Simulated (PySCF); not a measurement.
Isomers of C5H10FNSi, one GFN2-xTB conformer each. Single-point energies are computed at PBE0/pcSseg-1 (PySCF, gas phase, no added dispersion term), electronic only.

```json
{"SMILES": "[H]/N=C1\\CCC[C@@H]1[SiH2]F", "GFN2-xTB relative energy (kJ/mol)": "0.0"}
{"SMILES": "N[SiH2][C@H]1CCC=C1F", "GFN2-xTB relative energy (kJ/mol)": "145.4"}
{"SMILES": "F[C@H]1C[C@@H](/C=N/[SiH3])C1", "GFN2-xTB relative energy (kJ/mol)": "174.8"}
{"SMILES": "C=NC[SiH2]CC(=C)F", "GFN2-xTB relative energy (kJ/mol)": "330.7"}
```

Conformers: `[H]/[N:1]=[C:2]1\[CH2:3][CH2:4][CH2:5][C@@H:6]1[SiH2:7][F:8]` with C5–C6–Si7–F8 54°, N1–C2–C3–C4 -167°, C2–C3–C4–C5 -30°, C3–C4–C5–C6 38°, C4–C5–C6–Si7 89°; `[NH2:1][SiH2:2][C@H:3]1[CH2:4][CH2:5][CH:6]=[C:7]1[F:8]` with H–N1–Si2–C3 40° and -179°, N1–Si2–C3–C4 178°, Si2–C3–C4–C5 99°, C3–C4–C5–C6 20°, C4–C5–C6–C7 -12°, Si2–C3–C7–C6 -107°; `[F:1][C@H:2]1[CH2:3][C@@H:4](/[CH:5]=[N:6]/[SiH3:7])[CH2:8]1` with C3–C4–C5–N6 -126°, F1–C2–C3–C4 131°, C2–C3–C4–C5 -132°, C3–C4–C8–C2 13°, F1–C2–C8–C4 -131°; `[CH2:1]=[N:2][CH2:3][SiH2:4][CH2:5][C:6](=[CH2:7])[F:8]` with C1–N2–C3–Si4 -112°, N2–C3–Si4–C5 -49°, C3–Si4–C5–C6 -64°, Si4–C5–C6–C7 99°.

What does PBE0/pcSseg-1 give for the same structures?

| SMILES | PBE0/pcSseg-1 E (Eh) | PBE0/pcSseg-1 (kJ/mol) | GFN2-xTB (kJ/mol) | point group |
| --- | --- | --- | --- | --- |
| [H]/N=C1\CCC[C@@H]1[SiH2]F | -640.12116 | 0.0 | 0.0 | C1 |
| N[SiH2][C@H]1CCC=C1F | -640.07522 | 120.6 | 145.4 | C1 |
| F[C@H]1C[C@@H](/C=N/[SiH3])C1 | -640.02916 | 241.5 | 174.8 | near Cs |
| C=NC[SiH2]CC(=C)F | -640.01920 | 267.7 | 330.7 | C1 |

Both levels put the same isomer lowest; measured from each level's own lowest isomer, the values differ by up to 66.7 kJ/mol (F[C@H]1C[C@@H](/C=N/[SiH3])C1: 174.8 against 241.5). As drawn, the lowest has an N–H bond and an Si–F bond, which the highest lacks; the highest has a C=C bond outside aromatic rings, which the lowest lacks.

Which frontier levels, dipoles and rotational constants go with these structures?

```json
{"SMILES": "[H]/N=C1\\CCC[C@@H]1[SiH2]F", "HOMO (eV, PBE0/pcSseg-1)": "-7.25", "LUMO (eV)": "-0.19", "dipole (D)": "2.91", "A, B, C (MHz)": "2668, 1296, 994.6"}
{"SMILES": "N[SiH2][C@H]1CCC=C1F", "HOMO (eV, PBE0/pcSseg-1)": "-6.61", "LUMO (eV)": "0.49", "dipole (D)": "0.85", "A, B, C (MHz)": "2526, 1408, 1020"}
{"SMILES": "F[C@H]1C[C@@H](/C=N/[SiH3])C1", "HOMO (eV, PBE0/pcSseg-1)": "-6.93", "LUMO (eV)": "-0.64", "dipole (D)": "0.37", "A, B, C (MHz)": "6409, 580.4, 576.0"}
{"SMILES": "C=NC[SiH2]CC(=C)F", "HOMO (eV, PBE0/pcSseg-1)": "-7.00", "LUMO (eV)": "-0.42", "dipole (D)": "2.48", "A, B, C (MHz)": "2830, 973.9, 823.9"}
```
